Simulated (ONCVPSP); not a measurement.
# Cs: one change to an ONCV potential, before and after

Cs (Z = 55), optimised norm-conserving Vanderbilt (ONCV), made with ONCVPSP 4.0.1 (LDA (Perdew-Zunger), fully relativistic). Core [Kr] 4d10, reference 5s2 5p6 6s1. Waves: 5s+6s: rc 3.05 bohr, ncon 4, nbas 8, qcut 4.9 1/bohr, 2 projectors; 5p: rc 2.15 bohr, ncon 5, nbas 9, qcut 3.2 1/bohr, 2 projectors, debl 2.4 Ha; d scattering state at 0.16 Ha: rc 2.85 bohr, ncon 4, nbas 8, qcut 3.5 1/bohr, 2 projectors, debl 3.2 Ha. Local part: polynomial inside 1.85 bohr (lpopt 5, dvloc0 4 Ha). Core correction: none.

Open shells are filled in proportion to 2j + 1.

In the d channel the program set the typed energies aside and used 0.050, 3.250 Ha (j = l + 1/2; the other j can differ).

All-electron outer shells of the reference configuration (LDA (Perdew-Zunger), scalar-relativistic, ld1.x):

```json
{"shell": "5s", "level (eV)": "-26.90", "outermost node (bohr)": "0.82", "outermost maximum (bohr)": "1.54"}
{"shell": "5p", "level (eV)": "-13.61", "outermost node (bohr)": "0.89", "outermost maximum (bohr)": "1.76"}
{"shell": "6s", "level (eV)": "-2.23", "outermost node (bohr)": "2.10", "outermost maximum (bohr)": "4.68"}
```

Change: s: qcut 5.5.

Cutoffs: the cutoffs (Ha) at which the residual kinetic energy of the hardest occupied pseudo-wave falls to 1 and 0.1 mHa per electron; they do not see the model core or the augmentation charge, which bear on the density cutoff. Errors are all-electron minus pseudo energies relative to the spin-unpolarised reference configuration.

Problem. Predict the effect on cutoff, ghosts and configuration errors.

Solution. The potential gets neither clearly harder nor softer (37 Ha and 54 Ha → 37 Ha and 54 Ha); the p channel sets the loose cutoff, while the largest relative change is in s, which becomes harder; of the 4 tests that both files solve, the error grows in 0 and shrinks in 1 by more than 15 % and 0.3 meV (median size 0.1 → 0.1 meV); neither file shows a bound ghost.

| quantity | base | changed |
| --- | --- | --- |
| cutoff, loose | 37 Ha | 37 Ha |
| cutoff, tight | 54 Ha | 54 Ha |
| loose cutoff by channel | s 6.2 Ha, p 37 Ha | s 7.3 Ha, p 37 Ha |
| bound ghosts | none | none |
| GHOST(+) flags under 300 eV | s at 134.0 eV | s at 144.3 eV |
| error for 5s2 5p6 6s0, meV [ΔE 4.00 eV] | -0.1 | 0.0 |
| error for 5s2 5p6 6s0.5, meV [ΔE 1.55 eV] | 0.0 | 0.0 |
| error for 5s2 5p6 6s0 6p1, meV [ΔE 1.47 eV] | +0.1 | +0.2 |
| error for 5s1 5p6 6s1, meV [ΔE 31.85 eV] | -116 | -69 |
| s: phases at 3.09 bohr within 0.05 rad from the reference energy up to (Ha; the scan ends near 5) | 2.3 | 1.8 |
| p3/2: phases at 2.18 bohr within 0.05 rad from the reference energy up to (Ha; the scan ends near 5) | to the end of the scan | to the end of the scan |
| p1/2: phases at 2.18 bohr within 0.05 rad from the reference energy up to (Ha; the scan ends near 5) | to the end of the scan | to the end of the scan |
| d5/2: phases at 2.89 bohr within 0.05 rad from the reference energy up to (Ha; the scan ends near 5) | 1.9 | 1.9 |
| d3/2: phases at 2.89 bohr within 0.05 rad from the reference energy up to (Ha; the scan ends near 5) | to the end of the scan | to the end of the scan |

Base: These tests converged, but a pseudo level misses the all-electron one widely, so the file describes the atom poorly there or has found another state: 5s2 5p6 6s0 6p1: empty 6s by 2.8 eV. Changed file: These tests converged, but a pseudo level misses the all-electron one widely, so the file describes the atom poorly there or has found another state: 5s2 5p6 6s0 6p1: empty 6s by 2.8 eV.
